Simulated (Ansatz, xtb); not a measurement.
# Two isomers of C5H5NO2S

Structure I is `Nc1cc(=O)occ1S`, a singlet and structure II is `COC(=O)c1nccs1`, a singlet. Both are isolated molecules in the gas phase, relaxed with B3LYP/def2-SVP; the shapes shown needn't be the lowest conformers.

I (Å):

```xyz
14

C    -1.1149    0.1932    1.4282
C     0.1581    0.3235    1.9535
C     1.3485    0.2611    1.1574
C    -0.1078   -0.0738   -0.7486
C    -1.2478   -0.0314   -0.0073
N    -2.2390    0.2391    2.1836
O     2.4971    0.3566    1.4927
O     1.1113    0.0601   -0.2499
S    -2.8373   -0.1340   -0.8129
H    -2.1851    0.5135    3.1552
H    -3.1336    0.3033    1.7101
H     0.3125    0.4872    3.0211
H    -0.1191   -0.2214   -1.8323
H    -3.1124   -1.4330   -0.5249
```

II (Å):

```yaml
atoms:
  - { symbol: C, position_ang: [-3.6053, 0.2356, 1.7812] }
  - { symbol: C, position_ang: [-1.3842, 0.7224, 1.2162] }
  - { symbol: C, position_ang: [-0.1077, 0.1839, 0.6752] }
  - { symbol: C, position_ang: [1.4140, -1.1649, -0.1566] }
  - { symbol: C, position_ang: [2.1794, -0.0216, -0.0936] }
  - { symbol: N, position_ang: [0.1294, -1.0354, 0.2789] }
  - { symbol: O, position_ang: [-2.3449, -0.2023, 1.2721] }
  - { symbol: O, position_ang: [-1.5165, 1.8746, 1.5618] }
  - { symbol: S, position_ang: [1.2517, 1.2813, 0.5406] }
  - { symbol: H, position_ang: [-4.2631, -0.6415, 1.7579] }
  - { symbol: H, position_ang: [-4.0196, 1.0423, 1.1574] }
  - { symbol: H, position_ang: [-3.5020, 0.6104, 2.8109] }
  - { symbol: H, position_ang: [1.7688, -2.1303, -0.5228] }
  - { symbol: H, position_ang: [3.2208, 0.1075, -0.3848] }
```

**Question.** Estimate which is lower in electronic energy at CCSD(T)/def2-SVP + ΔMP2/def2-TZVPP, and by roughly how much.

**Answer.** The CCSD(T)/def2-SVP + ΔMP2/def2-TZVPP calculation puts structure II lower, by 0.138 eV.

How the difference moves with the method:

```
                             level        geometry  E(II) − E(I) (eV)  departure from the last row (eV)  job, with rough time for the two
                          GFN2-xTB        GFN2-xTB              −0.101                            +0.037               optimisation, 0.2 s
                         HF/STO-3G        GFN2-xTB              −0.880                            −0.742              single point, 0.52 s
                r2SCAN-D4/def2-SVP        GFN2-xTB              −0.055                            +0.083               single point, 4.6 s
                    B3LYP/def2-SVP  B3LYP/def2-SVP              +0.117                            +0.255                optimisation, 65 s
                       HF/def2-SVP  B3LYP/def2-SVP              +0.178                            +0.316           part of the CCSD(T) run
                      MP2/def2-SVP  B3LYP/def2-SVP              −0.211                            −0.074           part of the CCSD(T) run
                  CCSD(T)/def2-SVP  B3LYP/def2-SVP              −0.109                            +0.029                      single point
CCSD(T)/def2-SVP + ΔMP2/def2-TZVPP  B3LYP/def2-SVP              −0.138                                               single point, 2.3 min
```

As drawn, II has 2 C∷N, 1 C∷C, 2 C∷S, 3 C–H in place of 1 C–N, 2 C=C, 1 C–C, 1 C–S, 2 N–H, 1 S–H (∷ is an aromatic bond). Structure I has a 6-membered ring, II a 5-membered ring (with an aromatic ring).

B3LYP/def2-SVP, HF/def2-SVP put the two in the other order. The largest departure from CCSD(T)/def2-SVP + ΔMP2/def2-TZVPP is that of HF/STO-3G, 0.742 eV. The last row adds to CCSD(T) the change of the MP2 difference between the two basis sets, here −0.029 eV.

With thermal terms from frequencies at re-optimised GFN2-xTB minima (ideal gas, soft modes damped towards free rotors, one conformer each, 298.15 K, 1 atm): the zero-point term adds +0.066 eV; ΔH is −0.068 and ΔG −0.108 eV.

The correlated steps freeze 13 core orbitals. Run with Ansatz 0.2.0, xtb 6.7.1; the last row on 4 threads of Arm Neoverse V1 on a shared host.
